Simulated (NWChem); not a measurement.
System: C2H2I2; SMILES C(/I)=C/I

The following NWChem deck was run.

```
start job
memory heap 200 mb stack 900 mb global 1100 mb
geometry units angstroms noautoz
  I     -1.920226     0.000000     0.190521
  C     -0.665616     0.000000    -1.467129
  C      0.665616     0.000000    -1.467129
  I      1.920226     0.000000     0.190521
  H     -1.208454     0.000000    -2.416610
  H      1.208454     0.000000    -2.416610
end
basis spherical
  * library def2-svp
end
ecp
  I library def2-ecp
end
dft
  xc hcth407
  iterations 150
  mulliken
end
task dft energy
```

NWChem printed, in part:

```
             Northwest Computational Chemistry Package (NWChem) 7.3.0
             --------------------------------------------------------

 C2V symmetry detected

                             Geometry "geometry" -> ""
                             -------------------------

 Output coordinates in angstroms (scale by  1.889725989 to convert to a.u.)

  No.       Tag          Charge          X              Y              Z
 ---- ---------------- ---------- -------------- -------------- --------------
    1 I                   53.0000    -1.92022600     0.00000000     0.20921718
    2 C                    6.0000    -0.66561600     0.00000000    -1.44843282
    3 C                    6.0000     0.66561600     0.00000000    -1.44843282
    4 I                   53.0000     1.92022600     0.00000000     0.20921718
    5 H                    1.0000    -1.20845400     0.00000000    -2.39791382
    6 H                    1.0000     1.20845400     0.00000000    -2.39791382

 Effective nuclear repulsion energy (a.u.)     716.4037403684

      Symmetry information
      --------------------

 Group name             C2v
 Group number             16
 Group order               4
 No. of unique centers     3

                                 NWChem DFT Module
                                 -----------------

 Summary of "ao basis" -> "ao basis" (spherical)
 ------------------------------------------------------------------------------
       Tag                 Description            Shells   Functions and Types
 ---------------- ------------------------------  ------  ---------------------
 I                          def2-svp                10       26   4s4p2d
 C                          def2-svp                 6       14   3s2p1d
 H                          def2-svp                 3        5   2s1p

      Symmetry analysis of basis
      --------------------------

        a1         32
        a2         13
        b1         32
        b2         13

            General Information
            -------------------
          SCF calculation type: DFT
          Wavefunction type:  closed shell.
          No. of atoms     :     6
          No. of electrons :    64
           Alpha electrons :    32
            Beta electrons :    32
          Charge           :     0
          Spin multiplicity:     1
          Use of symmetry is: on ; symmetry adaption is: on
          Maximum number of iterations: 150
          AO basis - number of functions:    90
                     number of shells:    38
          Convergence on energy requested:  1.00D-06
          Convergence on density requested:  1.00D-05
          Convergence on gradient requested:  5.00D-04

              XC Information
              --------------
                      HCTH407 Method XC Functional
                      HCTH407  Exchange Functional  1.000
                   HCTH407  Correlation Functional  1.000

             Grid Information
             ----------------
          Grid used for XC integration:  medium
          Radial quadrature: Mura-Knowles
          Angular quadrature: Lebedev.
          Tag              B.-S. Rad. Rad. Pts. Rad. Cut. Ang. Pts.
          ---              ---------- --------- --------- ---------
          I                   1.40      123          11.0       590
          C                   0.70       49          10.0       434
          H                   0.35       45          11.0       434
          Grid pruning is: on
          Number of quadrature shells:   217
          Spatial weights used:  Erf1

      Superposition of Atomic Density Guess
      -------------------------------------

 Sum of atomic energies:        -770.50241883

      Non-variational initial energy
      ------------------------------

 Total energy =    -670.924056
 1-e energy   =   -1642.903244
 2-e energy   =     718.166078
 HOMO         =      -0.263022
 LUMO         =      -0.013014

      Symmetry analysis of molecular orbitals - initial
      -------------------------------------------------

  Numbering of irreducible representations:

     1 a1          2 a2          3 b1          4 b2

  Orbital symmetries:

     1 a1          2 b1          3 a1          4 b1          5 a1
     6 b1          7 a1          8 b1          9 b2         10 a2
    11 a1         12 b1         13 a1         14 b2         15 a2
    16 b1         17 a1         18 b2         19 a2         20 b1
    21 a1         22 b1         23 a1         24 b1         25 a1
    26 a1         27 b2         28 b1         29 a2         30 a1
    31 b1         32 b2         33 a1         34 a2         35 b1
    36 a1         37 b1         38 b1         39 a1         40 a1
    41 b1         42 a1

     ---------------------------------------------
      Total Density - Mulliken Population Analysis
     ---------------------------------------------

    Atom       Charge   Shell Charges
 -----------   ------   -------------------------------------------------------
    1 I   25    25.07   1.83  0.22  1.23  0.66  2.93  3.13  2.57  2.47  9.82  0.21
    2 C    6     6.07   1.99  0.95  0.28  1.77  1.04  0.03
    3 C    6     6.07   1.99  0.95  0.28  1.77  1.04  0.03
    4 I   25    25.07   1.83  0.22  1.23  0.66  2.93  3.13  2.57  2.47  9.82  0.21
    5 H    1     0.87   0.65  0.19  0.02
    6 H    1     0.87   0.65  0.19  0.02

   convergence    iter        energy       DeltaE   RMS-Dens  Diis-err
 ---------------- ----- ----------------- --------- --------- ---------
 d= 0,ls=0.0,diis     1   -674.0978944874 -9.28D+02  1.88D-02  4.06D-01
 d= 0,ls=0.0,diis     2   -673.9723422060  1.26D-01  1.42D-02  1.16D+00
 d= 0,ls=0.0,diis     3   -674.1469630143 -1.75D-01  3.91D-03  8.30D-02
 d= 0,ls=0.0,diis     4   -674.1597487310 -1.28D-02  8.71D-04  4.55D-03
 d= 0,ls=0.0,diis     5   -674.1602473748 -4.99D-04  1.15D-04  8.48D-05
  Resetting Diis
 d= 0,ls=0.0,diis     6   -674.1602588391 -1.15D-05  4.15D-05  9.20D-06
 d= 0,ls=0.0,diis     7   -674.1602603376 -1.50D-06  1.63D-05  2.65D-07
 d= 0,ls=0.0,diis     8   -674.1602603171  2.05D-08  9.00D-06  4.00D-07

         Total DFT energy =     -674.160260317081
      One electron energy =    -1646.218115267681
           Coulomb energy =      775.762247337618
    Exchange-Corr. energy =      -57.517502070934
 Nuclear repulsion energy =      253.813109683917

 Numeric. integr. density =       63.999988109737

                  Occupations of the irreducible representations
                  ----------------------------------------------

                     irrep           alpha         beta
                     --------     --------     --------
                     a1               12.0         12.0
                     a2                4.0          4.0
                     b1               11.0         11.0
                     b2                5.0          5.0

                       DFT Final Molecular Orbital Analysis
                       ------------------------------------

 Vector   30  Occ=2.000000D+00  E=-2.499700D-01  Symmetry=a1
              MO Center= -7.4D-15, -5.2D-16,  1.4D-01, r^2= 5.4D+00
   Bfn.  Coefficient  Atom+Function         Bfn.  Coefficient  Atom+Function
  ----- ------------  ---------------      ----- ------------  ---------------
    11      0.347619  1 I  px                65     -0.347619  4 I  px
    14      0.299699  1 I  px                68     -0.299699  4 I  px
    13      0.249415  1 I  pz                67      0.249415  4 I  pz
    16      0.202196  1 I  pz                70      0.202196  4 I  pz
     8     -0.139297  1 I  px                62      0.139297  4 I  px

 Vector   31  Occ=2.000000D+00  E=-2.283883D-01  Symmetry=b1
              MO Center=  1.0D-15, -4.3D-16,  1.4D-01, r^2= 5.9D+00
   Bfn.  Coefficient  Atom+Function         Bfn.  Coefficient  Atom+Function
  ----- ------------  ---------------      ----- ------------  ---------------
    11      0.348489  1 I  px                65      0.348489  4 I  px
    13      0.304018  1 I  pz                67     -0.304018  4 I  pz
    14      0.284842  1 I  px                68      0.284842  4 I  px
    16      0.266014  1 I  pz                70     -0.266014  4 I  pz
    29      0.187263  2 C  s                 43     -0.187263  3 C  s

 Vector   32  Occ=2.000000D+00  E=-2.168250D-01  Symmetry=b2
              MO Center=  5.8D-14, -7.9D-16, -2.1D-01, r^2= 5.2D+00
   Bfn.  Coefficient  Atom+Function         Bfn.  Coefficient  Atom+Function
  ----- ------------  ---------------      ----- ------------  ---------------
    12      0.387625  1 I  py                66      0.387625  4 I  py
    15      0.355048  1 I  py                69      0.355048  4 I  py
    31     -0.250053  2 C  py                45     -0.250053  3 C  py
    34     -0.170726  2 C  py                48     -0.170726  3 C  py
     9     -0.154896  1 I  py                63     -0.154896  4 I  py

 Vector   33  Occ=0.000000D+00  E=-7.883362D-02  Symmetry=a1
              MO Center=  1.2D-13,  2.0D-16, -1.4D-01, r^2= 5.7D+00
   Bfn.  Coefficient  Atom+Function         Bfn.  Coefficient  Atom+Function
  ----- ------------  ---------------      ----- ------------  ---------------
    16      0.507933  1 I  pz                70      0.507933  4 I  pz
    29      0.482118  2 C  s                 43      0.482118  3 C  s
    14     -0.353152  1 I  px                68      0.353152  4 I  px
     4     -0.290661  1 I  s                 58     -0.290661  4 I  s
    13      0.269712  1 I  pz                35      0.268666  2 C  pz

 Vector   34  Occ=0.000000D+00  E=-5.794272D-02  Symmetry=a2
              MO Center=  9.6D-15, -4.1D-16, -1.2D+00, r^2= 3.0D+00
   Bfn.  Coefficient  Atom+Function         Bfn.  Coefficient  Atom+Function
  ----- ------------  ---------------      ----- ------------  ---------------
    34      0.590626  2 C  py                48     -0.590626  3 C  py
    31      0.444295  2 C  py                45     -0.444295  3 C  py
    15     -0.206792  1 I  py                69      0.206792  4 I  py
    12     -0.139598  1 I  py                66      0.139598  4 I  py
    23     -0.075597  1 I  d -1              77      0.075597  4 I  d -1

 Vector   35  Occ=0.000000D+00  E=-3.619537D-02  Symmetry=b1
              MO Center= -1.0D-13,  6.4D-16, -4.0D-01, r^2= 6.3D+00
   Bfn.  Coefficient  Atom+Function         Bfn.  Coefficient  Atom+Function
  ----- ------------  ---------------      ----- ------------  ---------------
    29      0.930941  2 C  s                 43     -0.930941  3 C  s
    16      0.502485  1 I  pz                70     -0.502485  4 I  pz
    14     -0.430177  1 I  px                68     -0.430177  4 I  px
    82     -0.395928  5 H  s                 87      0.395928  6 H  s
     4     -0.358637  1 I  s                 58      0.358637  4 I  s

     ---------------------------------------------
      Total Density - Mulliken Population Analysis
     ---------------------------------------------

    Atom       Charge   Shell Charges
 -----------   ------   -------------------------------------------------------
    1 I   25    24.93   1.83  0.22  1.40  0.51  2.94  3.12  2.66  2.21  9.80  0.25
    2 C    6     6.13   1.99  0.95  0.24  2.02  0.92  0.03
    3 C    6     6.13   1.99  0.95  0.24  2.02  0.92  0.03
    4 I   25    24.93   1.83  0.22  1.40  0.51  2.94  3.12  2.66  2.21  9.80  0.25
    5 H    1     0.93   0.74  0.17  0.03
    6 H    1     0.93   0.74  0.17  0.03

     -------------------------------------------
      Total Density - Lowdin Population Analysis
     -------------------------------------------

    Atom       Charge   Shell Charges
 -----------   ------   -------------------------------------------------------
    1 I   25    24.83   1.25  0.74  1.08  0.77  2.77  3.19  2.53  2.44  9.49  0.58
    2 C    6     6.20   1.97  0.65  0.35  1.84  1.32  0.08
    3 C    6     6.20   1.97  0.65  0.35  1.84  1.32  0.08
    4 I   25    24.83   1.25  0.74  1.08  0.77  2.77  3.19  2.53  2.44  9.49  0.58
    5 H    1     0.96   0.63  0.26  0.08
    6 H    1     0.96   0.63  0.26  0.08

     Multipole analysis of the density
     ---------------------------------

     L   x y z        total         alpha         beta         nuclear
     -   - - -        -----         -----         ----         -------
     0   0 0 0     -0.000000    -32.000000    -32.000000     64.000000

     1   1 0 0     -0.000000     -0.000000     -0.000000      0.000000
     1   0 1 0     -0.000000     -0.000000     -0.000000      0.000000
     1   0 0 1     -0.345790     10.897273     10.897273    -22.140336

     2   2 0 0    -46.969431   -367.379374   -367.379374    687.789317
     2   1 1 0     -0.000000     -0.000000     -0.000000      0.000000
     2   1 0 1      0.000000      0.000000      0.000000      0.000000
     2   0 2 0    -49.719614    -24.859807    -24.859807      0.000000
     2   0 1 1     -0.000000     -0.000000     -0.000000      0.000000
     2   0 0 2    -43.255462    -91.020768    -91.020768    138.786073
```

Level: HCTH/407/def2-SVP with def2 effective core potentials on I. Coordinates come from a PBE0/def2-SVP optimisation. def2 effective core potentials on I; no spin-orbit coupling.
